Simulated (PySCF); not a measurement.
This PySCF input asks for the NMR shieldings of `P1(CC#C)CC(C)=C(F)C1`, C8H10FP; the geometry comes from GFN2-xTB.

```python
import basis_set_exchange as bse
import numpy as np
from pyscf import gto, dft
from pyscf.prop import nmr

atoms = """
C     3.303159    1.281638    1.081981
C     2.604966    0.335978    0.853674
C     1.740042   -0.779570    0.559594
P     1.068164   -0.644380   -1.188587
C    -0.053363    0.820667   -0.873148
C    -1.284216    0.295179   -0.191959
C    -2.243163    1.243096    0.445471
C    -1.404312   -1.023471   -0.251464
F    -2.450548   -1.703140    0.276357
C    -0.359651   -1.829428   -0.951867
H     3.928964    2.095365    1.296583
H     2.309204   -1.712078    0.627604
H     0.907438   -0.808707    1.270569
H     0.474313    1.565235   -0.270847
H    -0.315872    1.294074   -1.824545
H    -1.744350    1.813212    1.229150
H    -3.082072    0.703610    0.877563
H    -2.619278    1.950231   -0.293437
H    -0.061478   -2.710890   -0.378492
H    -0.723095   -2.175942   -1.924504
"""
names = dict.fromkeys(["C", "P", "F", "H"], "pcSseg-1")
basis = {el: gto.basis.parse(bse.get_basis(n, elements=[el], fmt="nwchem")) for el, n in names.items()}
mol = gto.M(atom=atoms, basis=basis, charge=0, verbose=0)
mf = dft.RKS(mol, xc="PBE0")
mf.grids.level = 2
mf.grids.alignment = dft.numint.BLKSIZE   # the property module wants whole blocks of grid points
mf.conv_tol = 1e-9
mf.kernel()

calc = nmr.RKS(mf)   # GIAO
C = mf.mo_coeff
Co = C[:, mf.mo_occ > 0]
resp = mf.gen_response(singlet=True, hermi=2)
def vind(x):   # induced exchange potential for any number of trial vectors
    d = np.einsum("pi,xij,qj->xpq", C, 2 * x.reshape(-1, C.shape[1], Co.shape[1]), Co, optimize=True)
    return np.einsum("xpq,pi,qj->xij", resp(d - d.transpose(0, 2, 1)), C, Co, optimize=True).ravel()
mo1, _ = nmr.rhf.solve_mo1(calc, with_cphf=vind)
sigma = calc.kernel(mo1)
for i, s in enumerate(sigma):   # ppm
    print("%2d %-2s %9.2f" % (i, mol.atom_pure_symbol(i), np.trace(s) / 3))
```

**Question.** What does it print?

**Answer.** 
```
 0 C     110.97
 1 C     101.51
 2 C     167.96
 3 P     360.79
 4 C     152.81
 5 C      68.03
 6 C     170.87
 7 C      22.29
 8 F     294.25
 9 C     152.10
10 H      30.33
11 H      29.44
12 H      29.18
13 H      29.26
14 H      29.12
15 H      30.14
16 H      29.19
17 H      30.21
18 H      29.72
19 H      28.75
```

These numbers come from an equivalent density-fitted implementation of the same equations, which agrees with the script to about 0.01 ppm for H and up to a few tenths of a ppm for heavy atoms, so last digits may differ.

Size and cost of the density-fitted run: 227 basis functions, roughly 2.2 core-minutes.
